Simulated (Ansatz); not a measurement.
Ansatz (a program for electronic structure) job for thionyl fluoride (F2OS), SMILES O=S(F)F, PBE-D3(BJ)/def2-TZVP. 

Ansatz 0.2 input:
```yaml
crystal:
  periodic: [false, false, false]
  atoms:
    - {symbol: O, position_ang: [1.36429133, 0.34683948, -0.00000002]}
    - {symbol: S, position_ang: [0.15986247, -0.40337514, -0.00000000]}
    - {symbol: F, position_ang: [-0.74845166, 0.20440480, 1.15199157]}
    - {symbol: F, position_ang: [-0.74845170, 0.20440480, -1.15199156]}
basis:
  gaussian:
    orbitals: def2-TZVP
hamiltonian:
  xc: pbe
  dispersion: d3bj
relax: {f_tol: 0.002, max_steps: 200}
```

It prints:

```
WARN ansatz: RAYON_NUM_THREADS=1 ignored (pool sized by the plan → 1); use --threads N
Functional definition: PBE
integrals: 0.04 GiB planned
724 factors; their error is unknown
mean field: 0.33 GiB planned
mean field evaluation 1: about -18300.2429 eV, gradient 7.3e1 eV
mean field evaluation 2: about -18224.2601 eV, gradient 2.0e2 eV
mean field evaluation 4: about -18307.6546 eV, gradient 2.0e1 eV
mean field evaluation 8: about -18308.2409 eV, gradient 2.0e-1 eV
mean field evaluation 16: about -18308.2345 eV, gradient 5.3e-4 eV
mean field -18308.23451027 eV, -672.8152084855 hartree, gradient 3.4e-5 eV, S^2 0.000000; 0 other end points of the search recorded, 0 dependent functions left out
the calculation of the forces begins
reference -18308.23452945 eV, -672.8152091901 hartree; 21, 21 occupied and 109, 109 virtual orbitals, 724 factors
relax step   1: F+E_penalty+E_count = -18308.28747532 eV  Δ(F+E_penalty+E_count) = +0.000e0 eV  max|allowed force component| = 1.554e0 eV/Å  Δτ_max = 0.0000 Å  (29 SCF iters, accepted)
these checks for a lower state are left out or cut short: starts, cluster_reference, orbital_swaps, neighbouring_geometries, increment
integrals: 0.04 GiB planned
724 factors; their error is unknown
mean field: 0.32 GiB planned
mean field -18308.27002057 eV, -672.8165134649 hartree, gradient 1.7e-5 eV, S^2 0.000000; 0 other end points of the search recorded, 0 dependent functions left out
the calculation of the forces begins
reference -18308.27003976 eV, -672.8165141702 hartree; 21, 21 occupied and 109, 109 virtual orbitals, 724 factors
relax step   2: F+E_penalty+E_count = -18308.32290178 eV  Δ(F+E_penalty+E_count) = -3.543e-2 eV  max|allowed force component| = 9.339e-1 eV/Å  Δτ_max = 0.0121 Å  (31 SCF iters, accepted)
these checks for a lower state are left out or cut short: starts, cluster_reference, orbital_swaps, neighbouring_geometries, increment
integrals: 0.04 GiB planned
724 factors; their error is unknown
mean field: 0.32 GiB planned
mean field evaluation 32: about -18308.2961 eV, gradient 1.6e-3 eV
mean field -18308.29606552 eV, -672.8174705989 hartree, gradient 2.0e-5 eV, S^2 0.000000; 0 other end points of the search recorded, 0 dependent functions left out
the calculation of the forces begins
reference -18308.29608471 eV, -672.8174713043 hartree; 21, 21 occupied and 109, 109 virtual orbitals, 724 factors
relax step   3: F+E_penalty+E_count = -18308.34879388 eV  Δ(F+E_penalty+E_count) = -2.589e-2 eV  max|allowed force component| = 7.103e-2 eV/Å  Δτ_max = 0.0232 Å  (30 SCF iters, accepted)
these checks for a lower state are left out or cut short: starts, cluster_reference, orbital_swaps, neighbouring_geometries, increment
integrals: 0.04 GiB planned
724 factors; their error is unknown
mean field: 0.32 GiB planned
mean field -18308.29623984 eV, -672.8174770050 hartree, gradient 1.9e-5 eV, S^2 0.000000; 0 other end points of the search recorded, 0 dependent functions left out
the calculation of the forces begins
reference -18308.29625903 eV, -672.8174777104 hartree; 21, 21 occupied and 109, 109 virtual orbitals, 724 factors
relax step   4: F+E_penalty+E_count = -18308.34895515 eV  Δ(F+E_penalty+E_count) = -1.613e-4 eV  max|allowed force component| = 2.912e-2 eV/Å  Δτ_max = 0.0028 Å  (31 SCF iters, accepted)
these checks for a lower state are left out or cut short: starts, cluster_reference, orbital_swaps, neighbouring_geometries, increment
integrals: 0.04 GiB planned
724 factors; their error is unknown
mean field: 0.32 GiB planned
mean field -18308.29631025 eV, -672.8174795926 hartree, gradient 1.9e-5 eV, S^2 0.000000; 0 other end points of the search recorded, 0 dependent functions left out
the calculation of the forces begins
reference -18308.29632944 eV, -672.8174802980 hartree; 21, 21 occupied and 109, 109 virtual orbitals, 724 factors
relax step   5: F+E_penalty+E_count = -18308.34902190 eV  Δ(F+E_penalty+E_count) = -6.675e-5 eV  max|allowed force component| = 9.421e-3 eV/Å  Δτ_max = 0.0025 Å  (31 SCF iters, accepted)
these checks for a lower state are left out or cut short: starts, cluster_reference, orbital_swaps, neighbouring_geometries, increment
integrals: 0.04 GiB planned
724 factors; their error is unknown
mean field: 0.32 GiB planned
mean field -18308.29631124 eV, -672.8174796290 hartree, gradient 3.7e-5 eV, S^2 0.000000; 0 other end points of the search recorded, 0 dependent functions left out
the calculation of the forces begins
reference -18308.29633043 eV, -672.8174803343 hartree; 21, 21 occupied and 109, 109 virtual orbitals, 724 factors
relax step   6: F+E_penalty+E_count = -18308.34902406 eV  Δ(F+E_penalty+E_count) = -2.154e-6 eV  max|allowed force component| = 3.349e-3 eV/Å  Δτ_max = 0.0002 Å  (19 SCF iters, accepted)
these checks for a lower state are left out or cut short: starts, cluster_reference, orbital_swaps, neighbouring_geometries, increment
integrals: 0.04 GiB planned
724 factors; their error is unknown
mean field: 0.32 GiB planned
mean field -18308.29631131 eV, -672.8174796318 hartree, gradient 1.9e-5 eV, S^2 0.000000; 0 other end points of the search recorded, 0 dependent functions left out
the calculation of the forces begins
reference -18308.29633051 eV, -672.8174803372 hartree; 21, 21 occupied and 109, 109 virtual orbitals, 724 factors
relax step   7: F+E_penalty+E_count = -18308.34902428 eV  Δ(F+E_penalty+E_count) = -2.194e-7 eV  max|allowed force component| = 1.136e-4 eV/Å  Δτ_max = 0.0001 Å  (19 SCF iters, accepted)
integrals: 0.04 GiB planned
724 factors; their error is unknown
mean field: 0.32 GiB planned
mean field evaluation 64: about -18300.0087 eV, gradient 7.3e1 eV
mean field -18308.29631131 eV, -672.8174796318 hartree, gradient 2.0e-5 eV, S^2 0.000000; 1 other end points of the search recorded, 0 dependent functions left out
the calculation of the forces begins
reference -18308.29633051 eV, -672.8174803372 hartree; 21, 21 occupied and 109, 109 virtual orbitals, 724 factors
Total energy: -18308.34904347 eV, -672.8194175027 hartree
Atom 0 at     1.389504     0.349644    -0.000000 Å, force     0.000012     0.000026     0.000000 eV/Å
Atom 1 at     0.166947    -0.410689     0.000000 Å, force     0.000075    -0.000109     0.000000 eV/Å
Atom 2 at    -0.764600     0.206659     1.185834 Å, force    -0.000044     0.000041     0.000114 eV/Å
Atom 3 at    -0.764600     0.206659    -1.185834 Å, force    -0.000044     0.000041    -0.000114 eV/Å
Dipole moment:    -0.072974    -0.314600    -0.000000 e Å
```

Self-consistency was reached.

Cost: very roughly 12 core-seconds.
